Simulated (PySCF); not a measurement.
C7H9O2 (doublet state).
Geometry (GFN2-xTB, Å), atoms numbered from 1 in this order:
```xyz
18
C7H9O2 angstrom
C      1.5546    1.6782    0.0640
C      1.1517    0.3876   -0.0558
C      2.1530   -0.7320   -0.0531
C     -0.2144    0.0511   -0.1857
C     -0.7273   -1.3356   -0.3242
O     -2.1349   -1.2790   -0.4271
C     -2.5721    0.0611   -0.3622
C     -1.3432    0.9453   -0.2073
O     -1.3717    2.1607   -0.1218
H      2.5965    1.9281    0.1637
H      0.8426    2.4833    0.0607
H      2.0888   -1.3040   -0.9775
H      3.1616   -0.3415    0.0456
H      1.9603   -1.4138    0.7739
H     -0.4586   -1.9625    0.5409
H     -0.3247   -1.8351   -1.2197
H     -3.2495    0.1940    0.4905
H     -3.1215    0.3206   -1.2755
```

The hyperfine couplings belong to this conformer and change with its torsions.

Identity: `C=C(C)[C]1COCC1=O` [radical].

Computed, not measured: UKS B3LYP, pcH-1 on C H O, non-relativistic, mean-field spin-orbit, GIAO (PySCF). One conformer (not necessarily the lowest) at the GFN2-xTB geometry, without solvent, vibrations or thermal averaging. Couplings are sensitive to structure, and on GFN2-xTB geometries they can be far from those on DFT ones. The SCF solution wasn't tested for stability. ⟨S²⟩ is 0.773 where a pure state has 0.75.

(1) The isotropic 17O couplings are -11.7, +0.7 MHz. Assign them to O6; O9.

## Answers

(1) 
```json
{"site": "O6", "a_iso (MHz)": "+0.7", "ρ(0) (bohr⁻³)": "-0.0012", "position": "2 bonds from C4", "distance from C4 (Å)": "2.35", "spin population": "0.00", "largest |T| (MHz)": "0.6"}
{"site": "O9", "a_iso (MHz)": "-11.7", "ρ(0) (bohr⁻³)": "+0.0194", "position": "2 bonds from C4", "distance from C4 (Å)": "2.41", "spin population": "+0.18", "largest |T| (MHz)": "55.8"}
```

ρ(0) is the spin density at the nucleus and T the dipolar tensor; entries for several nuclei are means. The Mulliken spin populations are largest on C4 (+0.56), C1 (+0.52), C2 (-0.21) and O9 (+0.18). Three atoms exceed +0.15. The positive populations add up to 1.36 and the negative ones to -0.36, together 2S = 1. The angles at C4 add up to 360.0°, so it is planar. Main spin sites, with 60 % or more of the largest population: C1, C4; positions count bonds from the nearest.

Class means assume fast exchange of nuclei equivalent by connectivity; if that motion is slow, each nucleus keeps its own coupling. The three 1H nuclei of mean -9.0 MHz run from -12.8 to -1.6 MHz in the frozen geometry.

C4, the radical centre as drawn in `C=C(C)[C]1COCC1=O`, holds a spin population of +0.56 out of 1.
